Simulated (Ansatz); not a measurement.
System: La, charge 0, doublet.

Total energies in def2-SVP, 3 correlated electrons, 4 frozen orbitals. Radicals and triplets start from unrestricted determinants; spin-orbit coupling is neglected. Correlated methods leave the cores frozen (noble-gas shells, and filled d and f shells in the p block). Past Kr the def2 sets carry scalar-relativistic core potentials. The determinant of La ([La], doublet) is a saddle point of the SCF energy; a lower one exists, which strains HF and MP2.

```
method   program  energy (Eh)  minus CCSDT (mEh)
-------  -------  -----------  -----------------
HF        Ansatz    -31.07534              34.74
MP2       Ansatz    -31.09690              13.18
CCSD      Ansatz    -31.10788               2.21
CCSD(T)   Ansatz    -31.10914               0.94
CCSDT     Ansatz    -31.11008               0.00
```

Ansatz is a first-principles code.
